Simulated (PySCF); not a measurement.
C2H5InO2, SMILES C=[CH][In]([OH])[OH].

Geometry: PBE0-D3(BJ)/def2-SVP. The structure was generated by enumeration; whether it is a known compound was not checked. The def2 effective core potentials stand for the cores of In; spin–orbit coupling is left out. Other conformers were not sampled.

Computed with TDA-B3LYP/def2-SVPD run with PySCF 2.14.0.

Vertical excitations. Isolated molecule, no solvent. State labels are in the subgroup Cs.

### Question
Give excitation energies, oscillator strengths and character. (An estimate is asked for; the answer gives what the named calculation found.)

### Answer

| state | symmetry | energy (eV) | λ (nm) | f | main pairs |
|---|---|---|---|---|---|
| S1 | A" | 5.25 | 236 | 0.000 | HOMO→LUMO+1 97 % |
| S2 | A" | 5.40 | 230 | 0.000 | HOMO−1→LUMO 73 %, HOMO−2→LUMO+1 24 % |
| S3 | A' | 5.51 | 225 | 0.008 | HOMO→LUMO 77 %, HOMO−3→LUMO+1 16 % |
| S4 | A" | 5.59 | 222 | 0.016 | HOMO−2→LUMO+1 72 %, HOMO−1→LUMO 25 % |
| S5 | A' | 5.80 | 214 | 0.015 | HOMO−1→LUMO+1 38 %, HOMO−2→LUMO 36 %, HOMO−4→LUMO 16 % |
| S6 | A" | 5.91 | 210 | 0.001 | HOMO−3→LUMO 96 % |
| S7 | A" | 6.03 | 206 | 0.067 | HOMO−4→LUMO+1 95 % |
| S8 | A' | 6.27 | 198 | 0.266 | HOMO−1→LUMO+1 42 %, HOMO−2→LUMO 24 %, HOMO−4→LUMO 10 %, HOMO−3→LUMO+1 9 % |
| S9 | A' | 6.51 | 191 | 0.278 | HOMO−3→LUMO+1 60 %, HOMO→LUMO 11 % |
| S10 | A' | 6.59 | 188 | 0.141 | HOMO−4→LUMO 57 %, HOMO−2→LUMO 21 %, HOMO−2→LUMO+3 11 % |
| T1 | A' | 4.22 | 294 | 0 | HOMO−2→LUMO 60 %, HOMO−4→LUMO 23 % |
| T2 | A" | 4.90 | 253 | 0 | HOMO→LUMO+1 92 % |
| T3 | A' | 4.98 | 249 | 0 | HOMO−1→LUMO+1 94 % |
| T4 | A" | 5.02 | 247 | 0 | HOMO−1→LUMO 91 % |
Triplets are in the Tamm–Dancoff approximation.
